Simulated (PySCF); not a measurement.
CH₆ClNO₂Si, SMILES NC[Si](O)(O)Cl. Atoms are numbered in the order given.

```xyz
12

N      2.0245    -0.4077    -1.3651
C      1.0039    -1.2074    -0.6747
Si    -0.1342    -0.2113     0.4260
O      0.8376     0.5583     1.5171
O     -1.3058    -1.0502     1.2471
Cl    -1.1105     1.1970    -0.7887
H      1.5724     0.3160    -1.9263
H      2.5909     0.0908    -0.6773
H      1.4987    -1.9813    -0.0614
H      0.4071    -1.7626    -1.4194
H      0.4132     1.1085     2.1863
H     -2.1725    -1.1295     0.8320
```
Charge 0, spin multiplicity 1.

Geometry: B3LYP-D3(BJ)/def2-SVP. The structure was generated by enumeration, and PubChem lists no compound with its InChIKey, so it may never have been made. The values are those of a single conformer.

Calculation: PBE/pcSseg-1 in PySCF.

GIAO shieldings, no solvent; atoms listed in one row are averaged. δ = σ(ref) − σ: ¹⁵N against NH3 (σ = 267.0 ppm); ¹³C against TMS (σ = 182.0 ppm); ²⁹Si against TMS (σ = 335.4 ppm); ¹⁷O against H2O (σ = 334.3 ppm); ³⁵Cl against HCl (σ = 936.5 ppm); ¹H against TMS (σ = 31.49 ppm), references at their B3LYP-D3(BJ)/def2-TZVP geometries, non-relativistic (without spin–orbit terms, shifts of atoms bonded to Cl or Br come out too high).

```tsv
nucleus	atoms	count	δ (ppm)
¹⁵N	N1	1	26.3
¹³C	C2	1	37.8
²⁹Si	Si3	1	-15.1
¹⁷O	O5	1	84.6
¹⁷O	O4	1	76.5
³⁵Cl	Cl6	1	67.6
¹H	H9	1	2.85
¹H	H10	1	2.39
¹H	H11	1	2.35
¹H	H12	1	2.11
¹H	H7	1	0.46
¹H	H8	1	0.29
```
